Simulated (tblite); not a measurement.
A tight-binding relaxation on `CO[C@@H](C)[GeH2][Se]C`.

Computed with GFN2-xTB geometry optimisation, gas phase (tblite 0.8.0). Start geometry: from a force field or distance geometry. The command runs a driver script over a list of jobs; the input below is this job's line of settings and its coordinates in Å.

Command:
```bash
OMP_NUM_THREADS=1 python probes_run.py task.json out
```

Input:
```
{"job": {"kind": "relax", "xc": "GFN2-xTB", "basis": "xTB"}, "charge": 0, "multiplicity": 1}
C     -3.043800     0.980200     0.170700
O     -2.171400     0.223300    -0.535500
C     -1.011000    -0.157300     0.146000
C     -1.022500    -1.640500     0.353700
Ge     0.611900     0.531200    -0.594600
Se     2.382000    -0.992300    -0.284100
C      4.034500     0.041800    -0.243400
H     -2.668800     1.951700     0.536400
H     -3.942800     1.140900    -0.484900
H     -3.419300     0.404000     1.051300
H     -1.124800     0.301700     1.162300
H     -1.664700    -2.194100    -0.355100
H     -1.482600    -1.822300     1.369200
H     -0.011900    -2.091600     0.298800
H      0.503800     0.875800    -2.110100
H      0.991400     1.801400     0.226800
H      4.239900     0.387900    -1.268600
H      4.835100    -0.638400     0.093800
H      3.955300     0.905800     0.459800
```

Output:
```
step      E/eV     max force
  0    -648.43290    2.374
  1    -648.69472    0.874
  2    -648.75390    0.706
  3    -648.78241    0.647
  4    -648.81292    0.495
  5    -648.83545    0.499
  6    -648.85041    0.280
  7    -648.85957    0.238
  8    -648.86742    0.249
  9    -648.87526    0.279
... (135 lines left out)
145    -649.10638    0.016
146    -649.10642    0.013
147    -649.10645    0.012
148    -649.10649    0.019
149    -649.10654    0.026
150    -649.10660    0.030
151    -649.10668    0.025
152    -649.10674    0.015
153    -649.10678    0.011
154    -649.10679    0.007
```

«max force» is the largest atomic force in eV/Å.

From which step on does the largest force stay under 0.1 eV/Å, and how much energy is left to gain from there?

From step 65 (0.082 eV/Å), 21.4 meV above the end.

In short: energy lowered by 15.5 kcal/mol over 154 steps; largest atomic force 0.007 eV/Å at the end.

The run took 2.1 s of wall time on an Arm Neoverse N1 with one thread, no GPU, on a shared host.
Labels such as C1 count atoms from 1, the log's own numbers from 0.
